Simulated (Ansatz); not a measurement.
The cluster Cu3Te6, relaxed as a doublet with UKS PBE-D4/def2-SVP in Ansatz, starting from the GFN2-xTB geometry. Force threshold 0.03 eV/Å.

In the def2 sets Te takes a core potential; there is no spin–orbit coupling. The structure comes from a short search, and lower isomers may exist.

Start:

Cartesian coordinates in Å:
```
Cu 1.340 0.371 0.647
Cu -0.762 1.471 -1.580
Cu -1.954 -0.291 1.254
Te 1.666 0.594 -2.002
Te -1.093 -2.816 1.504
Te 0.427 2.851 1.295
Te 1.393 -2.350 0.558
Te -2.121 2.248 0.475
Te 1.104 -2.078 -2.151
```

| step | energy (eV) | largest force component (eV/Å) | SCF passes |
| --- | --- | --- | --- |
| 1 | -177651.3293 | 1.115 | 58 |
| 2 | -177652.1808 | 0.693 | 41 |
| 3 | -177652.6171 | 0.520 | 39 |
| 4 | -177652.8086 | 0.189 | 39 |
| 5 | -177652.8620 | 0.291 | 37 |
| 6 | -177652.8780 | 0.172 | 34 |
| 7 | -177652.8988 | 0.104 | 41 |
| 8 | -177652.9118 | 0.123 | 35 |
| 9 | -177652.9666 | 0.184 | 44 |
| 10 | -177652.9746 | 0.357 | 36 |
| 11 | -177652.9966 | 0.162 | 36 |
| 12 (rejected) | -177652.9958 | 0.167 | 34 |
| 13 | -177653.0082 | 0.033 | 30 |
| 14 | -177653.0099 | 0.056 | 31 |
| 15 | -177653.0124 | 0.066 | 27 |
| 16 | -177653.0226 | 0.219 | 37 |
| 17 | -177653.0696 | 0.306 | 37 |
| 18 | -177653.1690 | 0.285 | 34 |
| 19 | -177653.2137 | 0.205 | 34 |
| 20 | -177653.2204 | 0.139 | 34 |
| 21 | -177653.2264 | 0.099 | 30 |
| 22 | -177653.2276 | 0.016 | 31 |

Force components are those of the run's own axes.

End:

Cartesian coordinates in Å:
```
Cu 1.099 0.397 0.382
Cu -1.133 0.312 -0.856
Cu -1.085 0.315 1.630
Te 0.987 0.461 -2.269
Te -1.463 -1.924 0.571
Te 0.350 2.400 1.782
Te 1.363 -2.236 0.606
Te -2.033 2.448 0.250
Te 1.915 -2.174 -2.094
```

Bonds formed: Cu2–Te5, Cu3–Te6 (atoms count from 1). Metal–metal contacts that move far: Cu2–Cu3 3.54 to 2.49 Å, Cu1–Cu3 3.41 to 2.52 Å, Cu1–Cu2 3.25 to 2.55 Å.

No frequencies were taken in this run, so the end may be a saddle point.

Hardware: 4 threads of Arm Neoverse V2 on a shared host. Wall time 5.6 min, peak host memory 0.76 GiB.
